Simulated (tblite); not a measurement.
Compound: C₇H₁₁O (doublet state).
Numbering: `[CH3:1][C:2]1=[C:3][C@:4]([CH3:5])([CH2:6][OH:7])[CH2:8]1` (hydrogens: H9, H10, H11 on C1; H12, H13, H14 on C5; H15, H16 on C6; H17 on O7; H18, H19 on C8)

Structure used (GFN2-xTB), in Å, numbered top down from 1:
```
atom  x, y, z in Å
C1     2.8843    0.4797   -0.0631
C2     1.4266    0.2474   -0.0438
C3     0.3484    0.5944   -0.7284
C4    -0.6762   -0.1618    0.1019
C5    -1.4149   -1.2815   -0.6077
C6    -1.6388    0.7605    0.8500
O7    -2.5336    1.4072   -0.0184
C8     0.5811   -0.5908    0.9135
H9     3.2147    0.9021    0.8867
H10    3.1472    1.1659   -0.8646
H11    3.4156   -0.4608   -0.2145
H12   -1.8717   -1.9465    0.1235
H13   -0.7343   -1.8542   -1.2335
H14   -2.2026   -0.8666   -1.2325
H15   -2.2562    0.1828    1.5435
H16   -1.0625    1.5010    1.4260
H17   -2.0113    1.8267   -0.7135
H18    0.7853   -1.6590    0.8646
H19    0.5890   -0.2372    1.9440
```

Calculated harmonic vibrations of the isolated species, GFN2-xTB (tblite), most abundant isotopes, no scaling. This tight-binding method is rough: wavenumbers can miss measured ones by several per cent, in bad cases by 10 to 20. One conformer, not necessarily the lowest. Open shells enter through the occupations alone, without spin polarisation, and single modes of such species can be off by tens of per cent.

Harmonic wavenumbers (cm⁻¹): 75.2, 103.6, 111.8, 191.0, 209.6, 273.3, 306.3, 327.5, 339.5, 409.1, 458.2, 500.9, 621.1, 809.3, 863.3, 908.2, 917.3, 942.5, 990.0, 1002.0, 1015.5, 1049.1, 1075.9, 1100.6, 1142.0, 1146.6, 1203.3, 1225.9, 1266.9, 1321.7, 1342.7, 1395.0, 1400.8, 1431.8, 1467.3, 1472.7, 1473.6, 1486.5, 1488.5, 1736.4, 2861.2, 2963.7, 2971.8, 2982.1, 2985.9, 3000.2, 3016.6, 3036.3, 3039.7, 3040.3, 3518.9.

A = 3980, B = 1306, C = 1180 MHz; mass 111.081 u (most abundant isotopes); point group C1, symmetry number 1; spin multiplicity 2.

Task: What is the zero-point energy?

Result: ½Σν̃ = 35010 cm⁻¹ = 418.81 kJ/mol.

Task: Entropy at 400 K, 1 bar (ideal gas, RRHO, classical rotation)?

Result: Translation 173.71, rotation 122.29, vibration 143.45, spin (R ln 2) 5.76: S = 445.2 J/(mol K).

Task: And Cp and H(400 K) − H(0)?

Result: Cp = 190.52 J/(mol K), of which vibrations give 157.26 (their classical limit is 51 R = 424.0); H(400 K) − H(0) = 44.42 kJ/mol without the zero-point energy, 31.12 from vibrations.

Task: Blend soft modes into free rotors: weight 1/[1 + (100 cm⁻¹/ν̃)⁴] for the oscillator and the rest for a rotor with moment μB/(μ + B), μ = h/(8π²ν), B = 10⁻⁴⁴ kg m². What vibrational entropy results?

Result: 136.78 J/(mol K) in place of 143.45, which changes −T·S at 400 K by +2.67 kJ/mol.

Task: What must be added to the electronic energy to get the Gibbs energy at 400 K and 1 bar?

Result: ZPE + [H(400 K) − H(0)] − T·S = 418.81 + 44.42 − 178.08 = 285.15 kJ/mol.

Hindered rotation and anharmonicity are outside this model. Other conformers, if any are populated, would add a mixing term that is left out. The structure is chiral; the term R ln 2 for an equal mix with its mirror image is left out.

Hardware: Arm Neoverse V2, one thread, shared host with 96 logical CPUs at a one-minute load of 47. Cost: 0.52 s of wall time. This covers the Hessian and the dipole derivatives.
